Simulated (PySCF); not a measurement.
SMILES Oc1ccc(s1)C(C)C (C7H10OS), GFN2-xTB optimised geometry.

```
19

C     -2.07    -2.16    -1.26
C     -1.20    -2.17     0.00
C     -2.08    -2.16     1.25
C     -0.26    -1.01     0.00
C      1.09    -1.01     0.00
C      1.68     0.28     0.00
C      0.75     1.26     0.00
O      0.98     2.59     0.00
S     -0.87     0.62     0.00
H     -1.45    -2.17    -2.16
H     -2.73    -3.02    -1.28
H     -2.68    -1.26    -1.28
H     -0.60    -3.08     0.00
H     -1.46    -2.17     2.15
H     -2.69    -1.26     1.27
H     -2.73    -3.03     1.26
H      1.68    -1.92     0.00
H      2.73     0.47     0.00
H      0.15     3.08     0.01
```

Density from CAM-B3LYP/def2-SVP run with PySCF at that geometry.

Minimum of the electron density along straight lines between bonded atoms, close to the bond critical point (lines longer than 1.1 times the sum of covalent radii, or with two minima, are not listed):

```
bond    length / Å  ρ at the minimum / e bohr⁻³  ∇²ρ there / e bohr⁻⁵  position (fraction from the first atom)
------  ----------  ---------------------------  --------------------  ---------------------------------------
C1–C2        1.530                        0.244                 -0.57                                     0.50
C2–C3        1.530                        0.245                 -0.57                                     0.50
C2–C4        1.494                        0.260                 -0.62                                     0.48
C4–C5        1.355                        0.327                 -0.83                                     0.51
C5–C6        1.417                        0.295                 -0.74                                     0.50
C6–C7        1.357                        0.327                 -0.85                                     0.47
C7–O8        1.351                        0.294                 -0.33                                     0.33
C4–S9        1.744                        0.207                 -0.41                                     0.45
C7–S9        1.741                        0.212                 -0.47                                     0.48
C1–H10       1.088                        0.278                 -1.03                                     0.63
C1–H11       1.087                        0.277                 -1.02                                     0.63
C1–H12       1.088                        0.277                 -1.02                                     0.63
C2–H13       1.096                        0.276                 -1.01                                     0.62
C3–H14       1.088                        0.278                 -1.03                                     0.63
C3–H15       1.088                        0.277                 -1.02                                     0.63
C3–H16       1.087                        0.277                 -1.02                                     0.63
C5–H17       1.076                        0.284                 -1.10                                     0.63
C6–H18       1.073                        0.283                 -1.09                                     0.64
O8–H19       0.963                        0.354                 -2.37                                     0.82
```
